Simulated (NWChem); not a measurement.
System: BeSiH4; SMILES [BeH][SiH3]

Parts of the log:

```
             Northwest Computational Chemistry Package (NWChem) 7.3.0
             --------------------------------------------------------

                             Geometry "geometry" -> ""
                             -------------------------

 Output coordinates in angstroms (scale by  1.889725989 to convert to a.u.)

  No.       Tag          Charge          X              Y              Z
 ---- ---------------- ---------- -------------- -------------- --------------
    1 Be                   4.0000    -0.00022000    -1.66346800     0.00616100
    2 H                    1.0000    -0.00141700    -3.00353100     0.00952100
    3 Si                  14.0000    -0.00181600     0.52967600     0.00104800
    4 H                    1.0000     1.17195400     1.09561700    -0.74328700
    5 H                    1.0000     0.05296400     1.09662200     1.38947600
    6 H                    1.0000    -1.23466900     1.08982800    -0.64595700

 Effective nuclear repulsion energy (a.u.)      35.0804042931

                                 NWChem DFT Module
                                 -----------------

 Summary of "ao basis" -> "ao basis" (spherical)
 ------------------------------------------------------------------------------
       Tag                 Description            Shells   Functions and Types
 ---------------- ------------------------------  ------  ---------------------
 Be                         cc-pvtz                 10       30   4s3p2d1f
 H                          cc-pvtz                  6       14   3s2p1d
 Si                         cc-pvtz                 12       34   5s4p2d1f

            General Information
            -------------------
          SCF calculation type: DFT
          Wavefunction type:  closed shell.
          No. of atoms     :     6
          No. of electrons :    22
           Alpha electrons :    11
            Beta electrons :    11
          Charge           :     0
          Spin multiplicity:     1
          Use of symmetry is: off; symmetry adaption is: off
          Maximum number of iterations: 150
          AO basis - number of functions:   120
                     number of shells:    46
          Convergence on energy requested:  1.00D-06
          Convergence on density requested:  1.00D-05
          Convergence on gradient requested:  5.00D-04

              XC Information
              --------------
                        BHLYP Method XC Functional
                     Hartree-Fock (Exact) Exchange  0.500
                        Slater Exchange Functional  0.500 local
                    Becke 1988 Exchange Functional  0.500 non-local
              Lee-Yang-Parr Correlation Functional  1.000

             Grid Information
             ----------------
          Grid used for XC integration:  medium
          Radial quadrature: Mura-Knowles
          Angular quadrature: Lebedev.
          Tag              B.-S. Rad. Rad. Pts. Rad. Cut. Ang. Pts.
          ---              ---------- --------- --------- ---------
          Be                  1.05       49          10.0       434
          H                   0.35       45          12.0       434
          Si                  1.10       88          11.0       590
          Grid pruning is: on
          Number of quadrature shells:   317
          Spatial weights used:  Erf1

      Superposition of Atomic Density Guess
      -------------------------------------

 Sum of atomic energies:        -305.41307422

      Non-variational initial energy
      ------------------------------

 Total energy =    -305.814700
 1-e energy   =    -490.992813
 2-e energy   =     150.097709
 HOMO         =      -0.285593
 LUMO         =       0.011522

   convergence    iter        energy       DeltaE   RMS-Dens  Diis-err
 ---------------- ----- ----------------- --------- --------- ---------
 d= 0,ls=0.0,diis     1   -306.5885423777 -3.42D+02  3.15D-03  1.21D-01
 d= 0,ls=0.0,diis     2   -306.6115814935 -2.30D-02  6.51D-04  3.87D-03
 d= 0,ls=0.0,diis     3   -306.6125689915 -9.87D-04  1.73D-04  6.48D-04
 d= 0,ls=0.0,diis     4   -306.6126910331 -1.22D-04  4.05D-05  2.27D-05
 d= 0,ls=0.0,diis     5   -306.6126948080 -3.77D-06  6.45D-06  5.14D-07
 d= 0,ls=0.0,diis     6   -306.6126949001 -9.22D-08  9.44D-07  8.03D-09

         Total DFT energy =     -306.612694900135
      One electron energy =     -492.677365397174
           Coulomb energy =      176.222207359692
    Exchange-Corr. energy =      -25.237941155769
 Nuclear repulsion energy =       35.080404293116

 Numeric. integr. density =       22.000013125250

                       DFT Final Molecular Orbital Analysis
                       ------------------------------------

 Vector    9  Occ=2.000000D+00  E=-3.964475D-01
              MO Center=  4.0D-01,  9.0D-01, -2.5D-01, r^2= 2.2D+00
   Bfn.  Coefficient  Atom+Function         Bfn.  Coefficient  Atom+Function
  ----- ------------  ---------------      ----- ------------  ---------------
    53      0.284946  3 Si px                80      0.246733  4 H  s
    55     -0.181535  3 Si pz                81      0.165269  4 H  s
    79      0.161875  4 H  s                 59      0.124294  3 Si px
    94     -0.124337  5 H  s                108     -0.122969  6 H  s
    95     -0.083238  5 H  s                109     -0.082323  6 H  s

 Vector   10  Occ=2.000000D+00  E=-3.964286D-01
              MO Center= -4.1D-01,  9.0D-01,  2.5D-01, r^2= 2.2D+00
   Bfn.  Coefficient  Atom+Function         Bfn.  Coefficient  Atom+Function
  ----- ------------  ---------------      ----- ------------  ---------------
    55      0.284952  3 Si pz                94      0.213375  5 H  s
   108     -0.214290  6 H  s                 53      0.181520  3 Si px
    95      0.142938  5 H  s                109     -0.143532  6 H  s
    93      0.139985  5 H  s                107     -0.140571  6 H  s
    61      0.124298  3 Si pz                59      0.079180  3 Si px

 Vector   11  Occ=2.000000D+00  E=-3.274687D-01
              MO Center= -1.3D-03, -4.5D-01,  3.4D-03, r^2= 2.8D+00
   Bfn.  Coefficient  Atom+Function         Bfn.  Coefficient  Atom+Function
  ----- ------------  ---------------      ----- ------------  ---------------
    54      0.346219  3 Si py                 9     -0.204842  1 Be py
     6     -0.192498  1 Be py                60      0.191311  3 Si py
     2     -0.164764  1 Be s                 32      0.123658  2 H  s
    49     -0.107178  3 Si s                 33      0.105153  2 H  s
    47     -0.085150  3 Si s                108      0.084367  6 H  s

 Vector   12  Occ=0.000000D+00  E=-2.150251D-02
              MO Center= -2.7D-02, -1.4D+00,  1.3D-02, r^2= 4.5D+00
   Bfn.  Coefficient  Atom+Function         Bfn.  Coefficient  Atom+Function
  ----- ------------  ---------------      ----- ------------  ---------------
    11      0.441998  1 Be px                13     -0.368462  1 Be pz
    81     -0.279301  4 H  s                  8      0.202176  1 Be px
    95      0.171676  5 H  s                 10     -0.168540  1 Be pz
     5      0.160930  1 Be px                 7     -0.134154  1 Be pz
    59      0.129273  3 Si px                61     -0.107765  3 Si pz

[...]

                                NWChem TDDFT Module
                                -------------------

            General Information
            -------------------
           No. of orbitals :     240
            Alpha orbitals :     120
             Beta orbitals :     120
        Alpha frozen cores :       0
         Beta frozen cores :       0
     Alpha frozen virtuals :       0
      Beta frozen virtuals :       0
         Spin multiplicity :       1
    Number of AO functions :     120
        Use of symmetry is : off
      Symmetry adaption is : off
         Schwarz screening :  0.10D-07

              XC Information
              --------------
                 BHLYP Method XC Functional
              Hartree-Fock (Exact) Exchange   0.50
                 Slater Exchange Functional   0.50 local
             Becke 1988 Exchange Functional   0.50 non-local
       Lee-Yang-Parr Correlation Functional   1.00

             TDDFT Information
             -----------------
          Calculation type : Tamm-Dancoff TDDFT
         Wavefunction type : Restricted singlets
          No. of electrons :      22
           Alpha electrons :      11
            Beta electrons :      11
              No. of roots :       6
          Max subspacesize :    5200
            Max iterations :     100
               Target root :       1
           Target symmetry : none
             Energy Cutoff :-0.63D+02
      Symmetry restriction : off
                 Algorithm : Optimal
        Davidson threshold :  0.10D-03

    6 smallest eigenvalue differences (eV)
--------------------------------------------------------
  No. Spin  Occ  Vir  Irrep   E(Occ)    E(Vir)   E(Diff)
--------------------------------------------------------
    1    1    1   12 a       -67.132    -0.022  1826.175
    2    1    1   13 a       -67.132    -0.021  1826.176
    3    1    1   14 a       -67.132     0.041  1827.863
    4    1    1   15 a       -67.132     0.091  1829.225
    5    1    1   16 a       -67.132     0.097  1829.387
    6    1    1   17 a       -67.132     0.097  1829.390
--------------------------------------------------------

  Entering Davidson iterations
  Restricted singlet excited states

  Iter   NTrls   NConv    DeltaV     DeltaE      Time
  ----  ------  ------  ---------  ---------  ---------
    1      6       0     0.83E-01   0.10+100       28.1
    2     12       0     0.77E-01   0.69E-01       28.3
    3     18       0     0.26E-01   0.15E-01       25.9
    4     24       0     0.10E-01   0.12E-02       18.3
    5     30       3     0.20E-02   0.77E-04       18.1
    6     33       5     0.23E-03   0.28E-05       15.5
    7     34       6     0.23E-04   0.29E-07       14.2
  ----  ------  ------  ---------  ---------  ---------
  Convergence criterion met

  Ground state a        -306.612694900135 a.u.

  ----------------------------------------------------------------------------
  Root   1 singlet a             66.981895508 a.u.             1822.6709 eV
  ----------------------------------------------------------------------------
     Transition Moments    X -0.00409   Y -0.00001   Z  0.00347
     Dipole Oscillator Strength                    0.0012858934
     Electric Quadrupole                           0.0000543746
     Magnetic Dipole                               0.0000734124
     Total Oscillator Strength                     0.0014136805

     Occ.    1  a   ---  Virt.   12  a       -0.92266
     Occ.    1  a   ---  Virt.   17  a       -0.35064
     Occ.    1  a   ---  Virt.   25  a        0.08908
     Occ.    1  a   ---  Virt.   29  a        0.07475
     Occ.    1  a   ---  Virt.   32  a       -0.07598
  ----------------------------------------------------------------------------
  Root   2 singlet a             66.981979364 a.u.             1822.6732 eV
  ----------------------------------------------------------------------------
     Transition Moments    X -0.00347   Y -0.00002   Z -0.00409
     Dipole Oscillator Strength                    0.0012848314
     Electric Quadrupole                           0.0000543487
     Magnetic Dipole                               0.0000733436
     Total Oscillator Strength                     0.0014125237

     Occ.    1  a   ---  Virt.   13  a       -0.92255
     Occ.    1  a   ---  Virt.   16  a       -0.35086
     Occ.    1  a   ---  Virt.   26  a        0.08933
     Occ.    1  a   ---  Virt.   28  a        0.07575
     Occ.    1  a   ---  Virt.   31  a        0.07600
  ----------------------------------------------------------------------------
  Root   3 singlet a             67.034312990 a.u.             1824.0972 eV
  ----------------------------------------------------------------------------
     Transition Moments    X  0.00001   Y -0.00034   Z -0.00000
     Dipole Oscillator Strength                    0.0000052466
     Electric Quadrupole                           0.0000004017
     Magnetic Dipole                               0.0000000003
     Total Oscillator Strength                     0.0000056485

     Occ.    1  a   ---  Virt.   14  a        0.91808
     Occ.    1  a   ---  Virt.   15  a       -0.23677
     Occ.    1  a   ---  Virt.   21  a        0.17374
     Occ.    1  a   ---  Virt.   22  a        0.19619
     Occ.    1  a   ---  Virt.   27  a       -0.08463
     Occ.    1  a   ---  Virt.   30  a       -0.09333
     Occ.    1  a   ---  Virt.   33  a       -0.07982
     Occ.    1  a   ---  Virt.   36  a       -0.08260
  ----------------------------------------------------------------------------
  Root   4 singlet a             67.070029593 a.u.             1825.0691 eV
  ----------------------------------------------------------------------------
     Transition Moments    X -0.00074   Y  0.00986   Z  0.00013
     Dipole Oscillator Strength                    0.0043710255
     Electric Quadrupole                           0.0001698402
     Magnetic Dipole                               0.0000013214
     Total Oscillator Strength                     0.0045421871

     Occ.    1  a   ---  Virt.   14  a       -0.08765
     Occ.    1  a   ---  Virt.   15  a       -0.20664
     Occ.    1  a   ---  Virt.   17  a       -0.06663
     Occ.    1  a   ---  Virt.   18  a        0.93624
     Occ.    1  a   ---  Virt.   21  a        0.08645
     Occ.    1  a   ---  Virt.   27  a        0.11065
     Occ.    1  a   ---  Virt.   30  a       -0.16102
     Occ.    1  a   ---  Virt.   33  a       -0.07088
     Occ.    1  a   ---  Virt.   36  a        0.08424
  ----------------------------------------------------------------------------
  Root   5 singlet a             67.072019990 a.u.             1825.1233 eV
  ----------------------------------------------------------------------------
     Transition Moments    X  0.00564   Y  0.00036   Z  0.00747
     Dipole Oscillator Strength                    0.0039215352
     Electric Quadrupole                           0.0001636619
     Magnetic Dipole                               0.0002264085
     Total Oscillator Strength                     0.0043116056

     Occ.    1  a   ---  Virt.   13  a       -0.35387
     Occ.    1  a   ---  Virt.   16  a        0.87728
     Occ.    1  a   ---  Virt.   19  a       -0.17259
     Occ.    1  a   ---  Virt.   24  a        0.11617
     Occ.    1  a   ---  Virt.   28  a       -0.12905
     Occ.    1  a   ---  Virt.   29  a       -0.07184
     Occ.    1  a   ---  Virt.   31  a       -0.17513
  ----------------------------------------------------------------------------
  Root   6 singlet a             67.072195074 a.u.             1825.1281 eV
  ----------------------------------------------------------------------------
     Transition Moments    X  0.00744   Y  0.00070   Z -0.00565
     Dipole Oscillator Strength                    0.0039248942
     Electric Quadrupole                           0.0001636625
     Magnetic Dipole                               0.0002258436
     Total Oscillator Strength                     0.0043144003

     Occ.    1  a   ---  Virt.   12  a       -0.35300
     Occ.    1  a   ---  Virt.   17  a        0.87529
     Occ.    1  a   ---  Virt.   18  a        0.07221
     Occ.    1  a   ---  Virt.   20  a       -0.17280
     Occ.    1  a   ---  Virt.   23  a       -0.11605
     Occ.    1  a   ---  Virt.   28  a        0.07210
     Occ.    1  a   ---  Virt.   29  a       -0.12804
     Occ.    1  a   ---  Virt.   32  a        0.17502

              Target root =      1
          Target symmetry = none
      Ground state energy =   -306.612694900135
        Excitation energy =     66.981895507618
     Excited state energy =   -239.630799392518

  stored tddft:energy   -239.63079939251790
```

Level: BHandHLYP/cc-pVTZ, restricted-window TDA. Geometry: optimised at PBE0/def2-SVP. The quadrupole and magnetic terms of the printed total strengths depend on the origin.

**Question.** Write an input that gives this output.

**Answer.** This is not unique; one that fits is the input that was run:
```
start job
memory heap 200 mb stack 900 mb global 1100 mb
geometry units angstroms noautosym nocenter noautoz
  Be    -0.000220    -1.663468     0.006161
  H     -0.001417    -3.003531     0.009521
  Si    -0.001816     0.529676     0.001048
  H      1.171954     1.095617    -0.743287
  H      0.052964     1.096622     1.389476
  H     -1.234669     1.089828    -0.645957
end
basis spherical
  Be library cc-pvtz
  H library cc-pvtz
  Si library cc-pvtz
end
dft
  xc bhlyp
  iterations 150
end
tddft
  cis
  ecut -63.0
  nroots 6
  notriplet
end
task tddft energy
```
